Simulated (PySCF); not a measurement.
A GIAO shielding run with PySCF (density fitting, non-relativistic, gas phase) on SMILES CC/C=C(\[SiH2][SiH3])[S@@](C)=O, C$_{5}$H$_{14}$OSSi$_{2}$:

```
$ OMP_NUM_THREADS=1 python probes_run.py task.json out

{"job": {"kind": "nmr", "xc": "PBE0", "basis": "pcSseg-1"}, "charge": 0, "multiplicity": 1}
C      3.354934    -0.144591     0.666979
C      2.057040    -0.944652     0.778301
C      0.895485    -0.039192     1.025444
C     -0.201631     0.063463     0.288637
Si    -0.892444    -0.921248    -1.177218
Si    -3.050391    -1.580465    -0.689989
S     -1.404742     1.293609     0.854824
C     -0.810969     2.624905    -0.277129
O     -2.693936     0.848344     0.285660
H      3.537170     0.421783     1.578298
H      3.297612     0.552159    -0.166244
H      4.197555    -0.811275     0.501415
H      1.896519    -1.520767    -0.131315
H      2.140867    -1.641609     1.617536
H      1.012558     0.606028     1.893493
H     -0.730807     0.010991    -2.310788
H      0.090462    -1.981393    -1.441802
H     -3.279065    -1.758056     0.743542
H     -4.075545    -0.747770    -1.306641
H     -3.231325    -2.927664    -1.275080
H      0.223834     2.837910    -0.035400
H     -0.908352     2.285358    -1.301404
H     -1.429582     3.501116    -0.111040
```

Hardware: 1 thread of an Arm Neoverse V1, shared host. The job also computes population analyses, field gradients.

**Question.** How large is the calculation?

**Answer.** 96 electrons, 244 basis functions and 1335 auxiliary functions.

**Question.** How long does it take, and how much memory does it need?

**Answer.** 56 s of wall time, with 15 SCF cycles and 5 response iterations; peak memory 1.1 GiB. Times on a shared host scatter by some tens of per cent.
